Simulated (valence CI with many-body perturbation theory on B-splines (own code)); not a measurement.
The numbers below are computed, except where a source is named.
**Ba¹⁷⁺: what each term of the Hamiltonian does**

Level of theory: configuration interaction combined with many-body perturbation theory (CI+MBPT): three valence electrons over a frozen Dirac-Fock core [Kr], radial functions for each j: 9 s, 9 p, 10 d, 8 f, 5 g, 3 h, 1 i, with the one-electron correlation potential Σ1, the two-electron term Σ2, the three-electron term Σ3, Breit, model QED; selected CI, second order for the rest (own B-spline code, finite nucleus).

No measured spectrum was set against this ion. As an estimate, terms of the open shell hold to 2 to 4 % of their energy, and close levels can change places. Only levels of the ground parity were solved; by the run's estimate the other parity begins above the list, which can be wrong where configurations are misplaced.

Each rung adds one term. CI alone is the Dirac-Coulomb CI over the frozen core; QED comes last and gives the full result, which names the levels. Energies are above 4d³ ⁴F_3/2 on the same rung, in cm⁻¹.

Names give the largest LS component (configuration and term), which can be under half, so a name can repeat, a term be missing and a line seem to break the LS rules; names also repeat where a configuration has a term twice. Letters in brackets count levels of one name in rising energy.

| Level | CI alone | + Σ1 | + Σ2 | + Σ3 | + Breit | Full |
| --- | --- | --- | --- | --- | --- | --- |
| 4d³ ⁴F_5/2 | 15824 | 16112 | 16213 | 16324 | 15695 | 15758 |
| 4d³ ⁴F_7/2 | 27999 | 28414 | 28234 | 28266 | 27304 | 27391 |
| 4d³ ⁴P_3/2 | 34116 | 34324 | 33780 | 33788 | 33382 | 33425 |
| 4d³ ⁴F_9/2 | 35673 | 36090 | 35123 | 34973 | 33976 | 34057 |
| 4d³ ⁴P_1/2 | 39836 | 40115 | 39284 | 39302 | 38727 | 38786 |
| 4d³ ²G_7/2 | 55460 | 56010 | 54742 | 54334 | 53160 | 53273 |
| 4d³ ²H_9/2 | 58114 | 58724 | 56857 | 56764 | 55372 | 55498 |
| 4d³ ⁴P_5/2 | 58249 | 58759 | 58213 | 57991 | 56918 | 57028 |
| 4d³ ²D_3/2 [a] | 66050 | 66654 | 66779 | 66354 | 65154 | 65284 |
| 4d³ ²P_1/2 | 69795 | 70427 | 70237 | 70461 | 69189 | 69323 |
| 4d³ ²H_11/2 | 77500 | 78209 | 74885 | 74637 | 73034 | 73171 |
| 4d³ ²D_5/2 [a] | 81970 | 82677 | 82018 | 81039 | 79612 | 79756 |
| 4d³ ²G_9/2 | 89313 | 90284 | 88769 | 88404 | 86330 | 86533 |
| 4d³ ²F_5/2 | 93795 | 94344 | 91124 | 90283 | 89289 | 89396 |
| 4d³ ²F_7/2 | 96518 | 97181 | 93800 | 93036 | 91676 | 91805 |
| 4d³ ²P_3/2 | 96166 | 97093 | 98014 | 97952 | 96058 | 96260 |
| 4d³ ²D_3/2 [b] | 138182 | 138948 | 137448 | 135934 | 134566 | 134716 |
| 4d³ ²D_5/2 [b] | 140388 | 141266 | 141318 | 140081 | 138377 | 138559 |

Q: How does the ionisation energy move along the ladder, and which term matters most?

A: CI alone 452.18, + Σ1 454.47, + Σ2 455.84, + Σ3 455.84, + Breit 455.70, + QED 455.73 eV. The largest step is Σ1, 2.30 eV. NIST lists 455 ± 3 eV (theoretical).
